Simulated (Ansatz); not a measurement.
Abridged output of a molecular run in Ansatz:

```
Functional definition: HF
1660 factors; integrals over basis functions are off by at most 9.5e-4 eV
mean field evaluation 1: about -24965.3720 eV, gradient 4.2e1 eV
mean field evaluation 2: about -24965.6080 eV, gradient 4.3e1 eV
mean field evaluation 4: about -24969.6531 eV, gradient 4.2e0 eV
mean field evaluation 8: about -24969.7251 eV, gradient 2.7e-1 eV
mean field evaluation 16: about -24969.7255 eV, gradient 1.4e-6 eV
mean field -24969.72550077 eV, -917.6204870654 hartree, gradient 1.4e-6 eV, S^2 0.000000; 0 other end points of the search recorded, 0 dependent functions left out
14 core orbitals not correlated: weight in the atoms' cores, before any rotation towards them, 1.000 or more for the frozen orbitals, at most 0.000 for the correlated occupied ones
reference -24969.72550077 eV, -917.6204870654 hartree; 17, 17 occupied and 247, 247 virtual orbitals, 1660 factors
second order -27.45564333 eV of doubles, -0.00000000 eV of singles
cycle   1  -27.92338712 eV  change   -4.7e-1 eV  update   1.1e-1
cycle   2  -28.51042980 eV  change   -5.9e-1 eV  update   3.2e-2
cycle   3  -28.65105747 eV  change   -1.4e-1 eV  update   1.6e-2
cycle   4  -28.64121661 eV  change    9.8e-3 eV  update   4.2e-3
cycle   5  -28.63898857 eV  change    2.2e-3 eV  update   1.9e-3
cycle   6  -28.63988424 eV  change   -9.0e-4 eV  update   5.8e-4
cycle   7  -28.63973189 eV  change    1.5e-4 eV  update   2.3e-4
cycle   8  -28.63962967 eV  change    1.0e-4 eV  update   8.4e-5
cycle   9  -28.63966150 eV  change   -3.2e-5 eV  update   3.7e-5
perturbative correction -1.16198663 eV, -0.0427022211 hartree
Total energy: -24999.52714890 eV, -918.7156774339 hartree
```

Its atoms:

Z-matrix (Å, degrees):
```
C
C 1 1.488
Al 1 2.299 2 57.0
C 1 1.345 2 124.9 3 63.7
H 1 1.088 2 116.6 3 -105.4
H 2 1.091 1 113.6 3 -108.9
H 2 1.084 1 114.1 3 121.3
F 3 1.648 1 119.9 2 100.7
Cl 3 2.090 1 109.4 2 -118.7
H 4 1.087 1 121.9 2 10.8
H 4 1.082 1 121.0 2 -172.2
```

Question: Which basis set was used?
A. def2-SVP
B. cc-pV(D+d)Z
C. def2-TZVPPD
D. def2-TZVPP

Answer: D. It gives 278 functions.

Question: Write the keys of the input that set method, charge and spin (a neutral closed shell needs none for the last two).

Answer: 
```yaml
correlation: {method: ccsd_t}
```
